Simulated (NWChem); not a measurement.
Species: tert-butyl chloride (C4H9Cl); SMILES CC(C)(C)Cl

Computed with NWChem. All runs use the structure optimised with PBE0/def2-SVP. Level PBE/def2-SVP: energy and gradient on several grids; changes count from the extra-fine grid, which is no exact limit either.

Task: Which is the coarsest grid (medium; xfine; fine; coarse; xcoarse) from which on the energy stays within 100 μHa and each gradient component within 200 μHa/bohr of xfine?

Result: coarse.
| grid | size of the energy change (μHa) | largest change of a gradient component (μHa/bohr) | time, medium = 1 (rough) |
|---|---|---|---|
| xcoarse | 2000 | 3000 | about 1 |
| coarse | 30 | 90 | about 1 |
| medium | < 10 | 40 | about 1 |
| fine | < 10 | < 30 | about 1 |
| xfine | < 10 | < 30 | 2 |
